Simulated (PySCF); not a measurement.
## Cost of excited-state runs on `Cc1ccc([SiH3])cc1C=O`, C$_{8}$H$_{10}$OSi

Structure with atom numbers: `[CH3:1][c:2]1[cH:3][cH:4][c:5]([SiH3:6])[cH:7][c:8]1[CH:9]=[O:10]` (H(Xn): hydrogen on atom n).

PySCF with density fitting, on 1 thread of an Arm Neoverse V1, shared host. Command: `OMP_NUM_THREADS=1 python excited_run.py task.json out`

How long does each of these runs take, and how much memory?
- first hyperpolarisability, CAM-B3LYP/aug-cc-pVDZ; writes grids
- circular dichroism and optical rotation, CAM-B3LYP/aug-cc-pVDZ; 12 states; IEF-PCM toluene
- circular dichroism and optical rotation, CAM-B3LYP/aug-cc-pVDZ; 12 states; writes grids
- excited states, wB97X-D/aug-cc-pVDZ; Tamm-Dancoff; spin-orbit couplings; 6 states; 5 triplets; quadratic response for 4 states; writes grids
- excited states, CAM-B3LYP/aug-cc-pVDZ; two-photon moments; 8 states; quadratic response for 6 states; 0 triplets


| run | level | basis functions | wall time | peak memory (GiB) |
| --- | --- | --- | --- | --- |
| first hyperpolarisability | CAM-B3LYP/aug-cc-pVDZ | 324 | 2.7 min | 1.5 |
| circular dichroism and optical rotation | CAM-B3LYP/aug-cc-pVDZ | 324 | 6.1 min | 1.7 |
| circular dichroism and optical rotation | CAM-B3LYP/aug-cc-pVDZ | 324 | 6.2 min | 1.6 |
| excited states | wB97X-D/aug-cc-pVDZ | 324 | 2.6 min | 1.4 |
| excited states | CAM-B3LYP/aug-cc-pVDZ | 324 | 3.4 min | 1.5 |

Times from a shared host are rough.
